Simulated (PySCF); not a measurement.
Species: `C[SiH2]C[C@@H](F)[SiH3]`. The columns A, B, C and D hold Mulliken, IAO, Hirshfeld and ESP-fitted charges (e) of one PBE0/pcSseg-1 density (PySCF), in a shuffled order. Coordinates in Å (GFN2-xTB); the density's dipole moment is (-0.35, -0.07, -1.19) D.

| atom | x | y | z | A | B | C | D |
| --- | --- | --- | --- | --- | --- | --- | --- |
| C1 | 2.494 | 0.017 | 0.994 | -0.214 | -0.716 | -0.621 | -0.544 |
| Si2 | 1.548 | -0.955 | -0.329 | +0.346 | +0.769 | +0.669 | +0.625 |
| C3 | -0.055 | -0.032 | -0.825 | -0.169 | -0.550 | -0.547 | -0.383 |
| C4 | -1.178 | -0.167 | 0.192 | -0.020 | -0.071 | -0.095 | +0.167 |
| F5 | -0.715 | 0.237 | 1.447 | -0.111 | -0.337 | -0.345 | -0.255 |
| Si6 | -2.735 | 0.881 | -0.219 | +0.310 | +0.596 | +0.513 | +0.291 |
| H7 | 2.790 | 0.997 | 0.629 | +0.043 | +0.154 | +0.136 | +0.133 |
| H8 | 1.887 | 0.167 | 1.881 | +0.039 | +0.167 | +0.153 | +0.141 |
| H9 | 3.397 | -0.508 | 1.292 | +0.042 | +0.155 | +0.136 | +0.126 |
| H10 | 2.367 | -1.095 | -1.542 | -0.086 | -0.132 | -0.093 | -0.170 |
| H11 | 1.176 | -2.288 | 0.163 | -0.083 | -0.132 | -0.093 | -0.154 |
| H12 | -0.430 | -0.419 | -1.773 | +0.046 | +0.154 | +0.149 | +0.088 |
| H13 | 0.159 | 1.027 | -0.979 | +0.038 | +0.145 | +0.148 | +0.115 |
| H14 | -1.428 | -1.227 | 0.321 | +0.037 | +0.138 | +0.134 | +0.052 |
| H15 | -3.693 | 0.730 | 0.874 | -0.071 | -0.109 | -0.077 | -0.079 |
| H16 | -3.275 | 0.372 | -1.480 | -0.075 | -0.121 | -0.088 | -0.087 |
| H17 | -2.316 | 2.275 | -0.356 | -0.071 | -0.112 | -0.079 | -0.066 |

**Question.** Which column most likely holds the ESP-fitted charges?

**Answer.** D. Σ q r misses the density's dipole by 0.04 D (D), 0.36 D (A), 2.03 D (C), 2.04 D (B). Charges fitted to the outside potential are the only set here that is tied to the molecule's multipoles.

**Question.** And the Hirshfeld charges?

**Answer.** A. The mean sizes are 0.106 e (A), 0.205 e (D), 0.240 e (C), 0.268 e (B), and Hirshfeld charges are commonly the smallest of these schemes.

As computed, A = Hirshfeld, B = IAO, C = Mulliken, D = ESP-fitted. Hydrogens on carbon: Hirshfeld +0.04 to +0.05, IAO +0.14 to +0.17, Mulliken +0.13 to +0.15, ESP-fitted +0.05 to +0.14 e.

The Mulliken scheme counts on each atom the diagonal of the density matrix times the overlap matrix over that atom's basis functions. The ESP scheme is a least-squares fit of atom-centred charges to the potential on four shells outside the van der Waals surface, with the total charge fixed.

Geometry: GFN2-xTB, one conformer, isolated molecule.

Conformer computed: `[CH3:1][SiH2:2][CH2:3][C@@H:4]([F:5])[SiH3:6]`: C1–Si2–C3–C4 -77°, Si2–C3–C4–F5 54°.
